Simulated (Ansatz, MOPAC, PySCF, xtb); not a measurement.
Noncovalent pair: H2O (SMILES O) (first 3 atoms) with CH3Br (SMILES CBr); geometry from B3LYP-D3(BJ)/def2-TZVP, rigid monomers moved along the line of their centres of mass till H2···Br5 is 3.73 Å.
(charge 0, multiplicity 1):
```
atom    x (Å)    y (Å)    z (Å)
----  -------  -------  -------
O      0.3462   0.0316  -0.1140
H     -0.0233   0.5566   0.6085
H     -0.3205   0.0527  -0.8079
C     -0.3053  -1.4835   3.8734
Br    -1.1898   0.2521   4.1354
H      0.5591  -1.5033   4.5272
H     -0.0229  -1.5349   2.8276
H     -1.0226  -2.2510   4.1406
```

Counterpoise-corrected where a basis set is named; no monomer relaxation. Rows marked so take none.

Rows in 3-21G, 6-31G* carry no dispersion term and start afresh at each structure (6-31G* with six Cartesian d functions); the Pople sets are all-electron and without relativity. The state that PM7 reach isn't checked; PM7 holds dispersion and hydrogen-bond terms.

Run with Ansatz (Gaussian orbitals); MOPAC for PM7 (differences of heats of formation); PySCF for 3-21G rows, 6-31G* rows, the dispersion terms; xtb for the GFN methods. 

```csv
level,interaction energy (meV)
PM7,-50.0
GFN2-xTB,-74.0
HF/3-21G (no counterpoise),-76.5
HF/6-31G* (no counterpoise),-74.4
BP86/6-31G* (no counterpoise),-67.8
r2SCAN-D4/def2-TZVPPD,-70.8
B3LYP/6-31G*,-56.8
B3LYP-D3(BJ)/def2-TZVPPD,-70.3
M06-2X/6-31G* (no counterpoise),?
```

Task: Some entries are withheld; supply them.

Result: 
- M06-2X/6-31G* (no counterpoise), interaction energy (meV): -90.1

Ansatz is an electronic-structure program.
